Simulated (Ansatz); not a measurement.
A structure relaxed at PBE0-D4/def2-TZVP, charge 0, multiplicity 1:

```tsv
atom	x (Å)	y (Å)	z (Å)
C1	-0.4711	-1.7017	-0.2988
Ge2	-0.3232	-0.0141	0.6547
O3	1.4015	0.7092	0.3589
Si4	0.4406	1.9125	-0.2404
H5	-0.2807	-1.5499	-1.3606
H6	-1.4703	-2.1207	-0.1692
H7	0.2619	-2.4035	0.1029
H8	-0.5127	-0.1895	2.1734
H9	0.4511	3.2086	0.4852
H10	0.5030	2.1490	-1.7062
```

Question: Give its formula and SMILES.

Answer: CH6GeOSi, `[CH3][GeH]1[O][SiH2]1`.

Question: Summarise the bond lengths by kind.

Answer: 1 × C–Ge 1.944 Å; 3 × C–H 1.089 to 1.091 Å; 1 × Ge–O 1.893 Å; 1 × Ge–Si 2.258 Å; 1 × Ge–H 1.540 Å; 1 × O–Si 1.652 Å; 2 × H–Si 1.485 to 1.486 Å.

Computed with Ansatz.
